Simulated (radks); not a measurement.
Neutral aluminium inside a hard spherical wall (all orbitals vanish at R), configuration held at [Ne] 3s2 3p1 and not refilled when levels cross. Calculated with a radial shooting solver on a logarithmic mesh with Libxc functionals: non-relativistic Kohn-Sham, PBE, spin-unpolarised, spherical densities, point nucleus. Eigenvalues in eV, with the zero of energy where the potential of the charges vanishes at infinity; a dash marks a level that is unbound or too diffuse for the functional's potential to be trusted. A positive occupied level is held by the wall or, in an anion where self-interaction has pushed it up, behind a barrier. The pressure on the wall is -dE/dV.

| R (bohr) | E (hartree) | kinetic (hartree) | e(2s) | e(2p) | e(3s) | e(3p) | e(4s, empty) | e(4p, empty) | pressure (GPa) |
|---|---|---|---|---|---|---|---|---|---|
| free | -242.22496 | 241.831 | -107.72 | -69.683 | -7.730 | -2.720 | - | - | 0 |
| 20 | -242.22496 | 241.831 | -107.72 | -69.683 | -7.730 | -2.720 | -0.311 | 0.329 | < 0.0001 |
| 15 | -242.22495 | 241.831 | -107.71 | -69.681 | -7.728 | -2.718 | -0.176 | 0.721 | 0.000102 |
| 12 | -242.22481 | 241.832 | -107.69 | -69.659 | -7.712 | -2.701 | 0.180 | 1.455 | 0.00228 |
| 10 | -242.22404 | 241.838 | -107.62 | -69.582 | -7.657 | -2.636 | 0.867 | 2.632 | 0.0193 |
| 5 | -242.10411 | 242.377 | -104.13 | -66.084 | -5.136 | 0.831 | 16.571 | 21.985 | 12.7 |
| 4 | -241.83901 | 243.292 | -100.16 | -62.104 | -1.364 | 5.740 | 34.256 | 41.107 | 68.2 |
| 3.5 | -241.50806 | 244.284 | -96.790 | -58.726 | 2.752 | 10.831 | 51.467 | 58.950 | 174 |
| 3 | -240.83971 | 246.102 | -91.885 | -53.794 | 10.437 | 19.894 | 80.695 | 88.294 | 493 |
| 2 | -235.73518 | 258.586 | -71.385 | -32.642 | 63.521 | 75.777 | 244.85 | 243.19 | 6820 |
